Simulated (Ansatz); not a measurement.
input.yaml

```yaml
crystal:
  periodic: [false, false, false]
  atoms:
    - { symbol: C, position_ang: [0.06289, 1.431281, -1.345686] }
    - { symbol: Al, position_ang: [0.69946, 0.294486, 0.095957] }
    - { symbol: F, position_ang: [2.244103, 0.588723, 0.672623] }
    - { symbol: Si, position_ang: [-0.492668, -1.541362, 1.193188] }
    - { symbol: H, position_ang: [0.735939, 1.368552, -2.217727] }
    - { symbol: H, position_ang: [-0.952773, 1.16896, -1.680461] }
    - { symbol: H, position_ang: [0.054313, 2.48889, -1.031091] }
    - { symbol: H, position_ang: [0.245172, -2.837018, 1.040131] }
    - { symbol: H, position_ang: [-0.650813, -1.286074, 2.661621] }
    - { symbol: H, position_ang: [-1.862423, -1.727636, 0.614246] }
basis:
  gaussian: { orbitals: def2-SVP }
hamiltonian:
  xc: pbe0
  dispersion: d4
neb:
  order_check: false
  images: 7
  f_tol: 0.05
  max_iterations: 60
  initial_path: idpp
  max_displacement: 0.02
  optimiser: fire
  final_atoms:
    - { symbol: C, position_ang: [0.06294248, 1.43456376, -1.34536528] }
    - { symbol: Al, position_ang: [0.62226563, 0.39093808, 0.19625848] }
    - { symbol: F, position_ang: [2.00133181, 0.90099627, 0.99810834] }
    - { symbol: Si, position_ang: [-0.44551859, -1.60578068, 1.12797146] }
    - { symbol: H, position_ang: [-0.86092487, 1.05291394, -1.80747352] }
    - { symbol: H, position_ang: [-0.10839915, 2.48723576, -1.06243046] }
    - { symbol: H, position_ang: [0.85135467, 1.44115696, -2.11735674] }
    - { symbol: H, position_ang: [0.48262264, -2.78217691, 1.09209509] }
    - { symbol: H, position_ang: [-0.84289804, -1.39278371, 2.55737559] }
    - { symbol: H, position_ang: [-1.67957658, -1.97826147, 0.36361804] }
```

Run as:

```bash
$ ansatz run input.yaml --threads 2 --pin off --max-ram 3072MiB --backend cpu --events-out ev --progress --plain --runs-dir out
```

Hardware: 2 threads of Arm Neoverse V2, with other jobs on the host.

Task: Roughly how long does this run take, and how much memory?

Result: 2.7 min, with a peak of 0.19 GiB, for 19 band iterations.
